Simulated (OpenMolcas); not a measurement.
Levels of Li I by method

```json
{"Program": "OpenMolcas 26.06", "Basis": "ANO-RCC-VQZP [5s4p3d2f1g]", "Scalar Hamiltonian": "DKH2, point nucleus", "Active space": "1 electron in 4 orbitals (2s 2p)", "State averaging": "2S+1 = 2 even, 1 root; 2S+1 = 2 odd, 3 roots", "Spin-orbit coupling": "RASSI with atomic mean-field integrals over the reference wave functions, term energies averaged over their components"}
```

Methods on the same reference wave functions:
A. CASSCF
B. SS-CASPT2, IPEA 0.25 Eh, imaginary shift 0.1 Eh (closed shells correlated: 1s)

Energies in cm⁻¹ above 2s ²S_1/2, the measured ground level; measured values from NIST Handbook of Basic Atomic Spectroscopic Data.

```csv
Level,A,B,Measured
2s ²S_1/2,0.0,0.0,0.0
2p ²P°_1/2,14850,14886,14904
2p ²P°_3/2,14850,14886,14904
```

Deviations, from unrounded energies. A percentage is the sum of absolute deviations over the sum of measured energies, with the sign that they share, or ± where signs differ.

| Against measurement | Levels | A | B |
| --- | --- | --- | --- |
| mean absolute deviation (cm-1) | 2 | 54 | 18 |
| other configurations (%) | 2 | -0.4 | -0.1 |

B lies closest to measurement on these levels. The largest miss of B in the table is 2p ²P°_3/2, by -18 cm-1. The ranking rests on the paired levels alone, and a cruder setting can come out closer through cancelling errors.

The lowest spin-free term lies below A's lowest term by 0.034 hartree in B.

ANO sets are built for ground and valence states and can reach diffuse excited orbitals poorly. With one active electron the reference holds no correlation, so core polarisation is missing (holds for A). With one active electron, CASPT2 adds the correlation within the correlated inactive shells and between them and that electron, and leaves the splitting within a term as the reference gives it (holds for B). Computed and measured levels are paired by configuration, term and J; levels that our copy of the source lacks, or whose pairing is in doubt (as where it misses far off the trend of its configuration), stay unpaired and out of the deviations. Only configurations of the active space appear.

° marks odd parity.
